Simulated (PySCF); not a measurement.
**Vertical excitation energies**

Species: C7H8F2O.
SMILES with atom numbers: `[F:1][CH:2]([F:3])[O:4][C@@:5]12[CH2:6][CH:7]=[CH:8][C@@H:9]1[CH2:10]2` (hydrogens: H11 on C2; H12, H13 on C6; H14 on C7; H15 on C8; H16 on C9; H17, H18 on C10)

Level of theory: TDDFT PBE0/def2-SVPD, vertical, gas phase, core orbitals frozen in the response (PySCF). The structure is a single PBE0-D3(BJ)/def2-SVP conformer in the gas phase; no vibrational or solvent corrections.

```csv
state,λ (nm),E (eV),f,"main configurations (H = HOMO, L = LUMO)"
S1,197.2,6.29,0.111,H→L (93%)
S2,183.5,6.76,0.012,"H→L+1 (82%), H→L+2 (13%)"
S3,180.1,6.88,0.012,H-1→L (94%)
S4,171.5,7.23,0.011,"H→L+2 (70%), H→L+1 (10%), H→L+3 (10%)"
S5,168.4,7.36,0.0068,H→L+3 (86%)
S6,161.3,7.69,0.041,"H-2→L (53%), H→L+4 (34%)"
S7,160.4,7.73,0.037,"H→L+4 (42%), H-2→L (30%), H→L+6 (19%)"
S8,157.0,7.89,0.013,H→L+5 (78%)
S9,156.0,7.95,0.024,H-1→L+1 (96%)
S10,153.7,8.07,0.0026,"H→L+6 (65%), H→L+4 (15%), H→L+5 (8%)"
```

Triplets (Tamm–Dancoff): T1 4.02 eV, H→L (89%); T2 6.63 eV, H→L+1 (75%), H→L+2 (11%), H-1→L (10%); T3 6.64 eV, H-1→L (85%), H→L+1 (9%); T4 7.00 eV, H→L+2 (56%), H-2→L (19%).

The lowest singlet lies at 6.29 eV (197 nm, vacuum ultraviolet) and is of moderate strength; its leading configuration is HOMO→LUMO (93%). The lowest level is also the most intense of those listed (f = 0.111). Löwdin shares by element: HOMO carbon 76% or more (atoms not listed hold the other 24%); LUMO carbon 71% or more (atoms not listed hold the other 29%). Orbital energies (eV): HOMO-3 -9.99, HOMO-2 -8.90, HOMO-1 -8.27, HOMO -7.10, LUMO -0.08, LUMO+1 0.76, LUMO+2 1.14. The listed states span 1.78 eV, and the widest gap between neighbours is 0.47 eV (S1 to S2). Weighted by f, the mean energy of these states is 7.05 eV. All these states lie below the vertical ionisation energy of 9.05 eV (ΔSCF). Singlets were solved by full linear response, triplets in the Tamm–Dancoff approximation.

Time: 4.3 min. Hardware: one thread, x86-64 server, on a shared host.
